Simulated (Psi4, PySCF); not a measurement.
Here is a job for Psi4.
```
memory 2 GB

molecule mol {
0 2
  C    -2.201253   -0.341822    0.449035
  C    -1.068578    0.217421   -0.424581
  C    -0.305208    1.331240    0.202454
  O     0.964106    0.909820    0.426026
  C     1.112406   -0.337676   -0.091857
  O     2.125883   -0.955143   -0.072528
  O    -0.047092   -0.756489   -0.621578
  H    -2.970623    0.414634    0.568856
  H    -2.625984   -1.218877   -0.030351
  H    -1.817473   -0.624827    1.425978
  H    -1.479748    0.478698   -1.412489
  H    -0.673539    2.149886    0.782335
}

set basis sto-3g
set reference uhf
set freeze_core true
set mp2_type conv
set scf_type pk
set puream true
set d_convergence 1e-8

energy('ccsd(t)')
print_variables()
```

Give the equivalent PySCF input.

Several could match; the one computed here: 
```python
from pyscf import gto, scf, cc

mol = gto.M(
    atom='''
C    -2.201253   -0.341822    0.449035
C    -1.068578    0.217421   -0.424581
C    -0.305208    1.331240    0.202454
O     0.964106    0.909820    0.426026
C     1.112406   -0.337676   -0.091857
O     2.125883   -0.955143   -0.072528
O    -0.047092   -0.756489   -0.621578
H    -2.970623    0.414634    0.568856
H    -2.625984   -1.218877   -0.030351
H    -1.817473   -0.624827    1.425978
H    -1.479748    0.478698   -1.412489
H    -0.673539    2.149886    0.782335
''',
    basis='sto-3g',
    charge=0,
    spin=1,
    verbose=4,
)

mf = scf.UHF(mol)
mf.kernel()

mycc = cc.CCSD(mf, frozen=7)
mycc.kernel()
et = mycc.ccsd_t()
print('E(CCSD(T)) = %.10f' % (mycc.e_tot + et))
```

Both were run: Psi4 gave -374.443136 Eh and PySCF -374.443136 Eh, 0.000 mEh apart.
